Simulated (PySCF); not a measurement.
**Xe (xenon, neutral) across methods**

[Kr] 4d10 5s1 5p6 6p1, high-spin 3P determinant (an excited configuration). Calculation: PySCF 2.14, in aug-cc-pwCVTZ-PP with ECP28MDF; a scalar-relativistic core potential.

```
 method  E (hartree)  mean ε 5p α (eV)  mean ε 5p β (eV)  mean ε 6p α (eV)  Σ⟨r²⟩ (bohr²)   ⟨S²⟩
    UHF   -327.38991           -18.132           -15.011            -1.639          89.42  2.012
wB97X-V    -328.4806           -16.942           -15.588            -1.824          87.99  2.002
    LDA    -328.0912           -13.216           -12.557            -0.700          87.48  2.000
 revPBE    -328.5884           -13.104           -12.345            -0.819          88.32  2.001
 PBEsol    -328.2238           -13.130           -12.405            -0.745          87.93  2.001
  B97-3    -328.5788           -14.647           -13.343            -0.999          88.19  2.004
    PBE    -328.5280           -13.122           -12.379            -0.798          88.13  2.001
   PBE0    -328.5309           -14.613           -13.352            -1.099          88.25  2.002
 r2SCAN    -328.6457           -13.647           -12.653            -0.753          88.33  2.004
```

Energies and moments cover only the electrons outside the core potential. The outer electron is Rydberg-like, and this basis confines it to a smaller radius and binds it less than a complete one would.
